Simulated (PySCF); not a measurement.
SnHCl, SMILES [Cl][SnH] (connectivity only; charge and spin as stated), neutral, multiplicity 1. Geometry: r2SCAN-D4/def2-TZVP. The def2 effective core potentials stand for the cores of Sn; spin–orbit coupling is left out.

All values below come from r2SCAN-D4/def2-TZVP (PySCF 2.14.0).

Harmonic wavenumbers (cm⁻¹): 347, 600, 1704. Rotational constants (GHz): 160.3, 3.278, 3.212; symmetry number 1.

Work out the zero-point energy and the ideal-gas rigid-rotor harmonic-oscillator thermochemistry at 298.15 K and 1 atm.

ZPE = ½ Σ hcν = ½ × 2650 cm⁻¹ = 3.79 kcal/mol. H − E(el) = 6.49 kcal/mol. Entropy in cal/(mol K): translation 41.03, rotation 22.77, vibration 1.64, total 65.43. G − E(el) = -13.02 kcal/mol. Cp = 10.60 cal/(mol K).
